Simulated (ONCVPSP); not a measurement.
**What one change does to a pseudopotential (Mg (Z = 12), ONCV)**

- Element: Mg
- Generator: ONCVPSP 4.0.1
- Type: optimised norm-conserving Vanderbilt (ONCV)
- Functional: PBEsol
- Relativity: scalar-relativistic
- Frozen core: [He]
- Valence charge: 10
- Reference configuration: 2s2 2p6 3s2
- Partial waves: 2s+3s: rc 1.15 bohr, ncon 3, nbas 6, qcut 8.7 1/bohr, 2 projectors; 2p: rc 1.10 bohr, ncon 4, nbas 7, qcut 10.3 1/bohr, 1 projector; d scattering state at 0.11 Ha: rc 1.10 bohr, ncon 4, nbas 8, qcut 8.3 1/bohr, 2 projectors, debl 1.1 Ha
- Local potential: polynomial inside 0.80 bohr (lpopt 5, dvloc0 2 Ha)
- Core correction: Teter function, fcfact 1.75, rcfact 1.75

Change: p: qcut 13.7.

Cutoffs: the cutoffs (Ha) at which the residual kinetic energy of the hardest occupied pseudo-wave falls to 1 and 0.1 mHa per electron; they do not see the model core or the augmentation charge, which bear on the density cutoff. Errors are all-electron minus pseudo energies relative to the spin-unpolarised reference configuration.

What does the change do?

The potential gets neither clearly harder nor softer (53 Ha and 116 Ha → 68 Ha and 77 Ha); of the 4 tests that both files solve, the error grows in 0 and shrinks in 2 by more than 15 % and 0.3 meV (median size 1.3 → 1.0 meV); neither file shows a bound ghost.

```csv
quantity,base,changed
"cutoff, loose",53 Ha,68 Ha
"cutoff, tight",116 Ha,77 Ha
loose cutoff by channel,"s 21 Ha, p 53 Ha","s 21 Ha, p 68 Ha"
bound ghosts,none,none
GHOST(+) flags under 300 eV,none,none
"error for 2s2 2p6 3s1, meV [ΔE 7.92 eV]",-0.3,-0.3
"error for 2s2 2p6 3s0, meV [ΔE 22.74 eV]",-2.3,-1.8
"error for 2s2 2p6 3s1.5, meV [ΔE 3.13 eV]",-0.1,-0.1
"error for 2s2 2p5 3s2, meV [ΔE 58.45 eV]",+249,+162
s: phases at 1.17 bohr within 0.05 rad from the reference energy up to (Ha; the scan ends near 5),to the end of the scan,to the end of the scan
p: phases at 1.11 bohr within 0.05 rad from the reference energy up to (Ha; the scan ends near 5),1.1,1.5
d: phases at 1.11 bohr within 0.05 rad from the reference energy up to (Ha; the scan ends near 5),to the end of the scan,to the end of the scan
"rms error of d²Exc/dni dnj with the model core, mHa",1.26,1.39
```
